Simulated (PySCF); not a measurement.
Compound: C₄H₁₁AlO₂S.
Numbering: `[CH3:1][C:2](=[O:3])[O:4][CH2:5][S@@+:6]([CH3:7])[AlH3-:8]` (hydrogens: H9, H10, H11 on C1; H12, H13 on C5; H14, H15, H16 on C7; H17, H18, H19 on Al8)

A linear-response calculation (PySCF, def2-SVPD basis, gas phase, vertical, core orbitals frozen in the response) gave these numbers; the functional is withheld.

Orbital energies (eV): HOMO-3 -10.14, HOMO-2 -9.66, HOMO-1 -9.15, HOMO -9.06, LUMO 0.60, LUMO+1 0.77, LUMO+2 0.93.

```
state  E (eV)       f    main configurations (H = HOMO, L = LUMO)
   S1    6.00  0.0008                  H-3→L+2 (52%), H-3→L (18%)
   S2    6.54  0.0041                  H-2→L (50%), H-2→L+1 (12%)
   S3    6.70  0.0006         H→L+3 (38%), H→L+1 (26%), H→L (10%)
   S4    6.84  0.0012  H-1→L+1 (40%), H-1→L+3 (28%), H-1→L+5 (9%)
   S5    7.02  0.0014                      H→L (64%), H→L+1 (20%)
   S6    7.18   0.023                                 H-1→L (81%)
```

Triplets (Tamm–Dancoff): T1 5.48 eV, H-3→L+2 (52%), H-3→L (18%); T2 6.04 eV, H-2→L (47%), H-2→L+1 (14%); T3 6.24 eV, H→L+3 (34%), H→L+1 (26%), H→L+5 (9%); T4 6.27 eV, H-4→L+2 (33%), H-5→L+2 (14%), H-4→L (12%).

Vertical ionisation energy by ΔSCF with the same functional: 10.34 eV. Mean static polarisability: 109.0 au.

Question: Which of these was used?
A. PBE
B. B3LYP
C. CAM-B3LYP
D. HF

Answer: C. CAM-B3LYP is range-separated, 19% exact exchange at short range and 65% at long range (ω = 0.33 bohr⁻¹). In this run −ε(HOMO) = 9.06 eV differs from the ΔSCF value by -1.28 eV, and S1 differs from the orbital gap of 9.66 eV by -3.65 eV. The ratio −ε(HOMO)/IP is 0.88. Small neutral molecules mostly give 0.85 to 0.93 with CAM-B3LYP, 0.5 to 0.7 with PBE, 0.67 to 0.83 with B3LYP; Hartree–Fock can't fall below 1, since the ion's relaxation only lowers the ΔSCF value. The other options: PBE, a GGA without exact exchange; HF, time-dependent Hartree–Fock, 100% exact exchange; B3LYP, a global hybrid with 20% exact exchange.

Computed, not measured: TDDFT CAM-B3LYP/def2-SVPD, vertical, gas phase, core orbitals frozen in the response in PySCF 2.14.0, density-fitted response routines. The structure is a single PBE0-D3(BJ)/def2-SVP conformer in the gas phase; no vibrational or solvent corrections.

Shape of the structure used: `[CH3:1][C:2](=[O:3])[O:4][CH2:5][S@@+:6]([CH3:7])[AlH3-:8]`: C1–C2–O4–C5 170°, C2–O4–C5–S6 -126°, O4–C5–S6–C7 -63°.
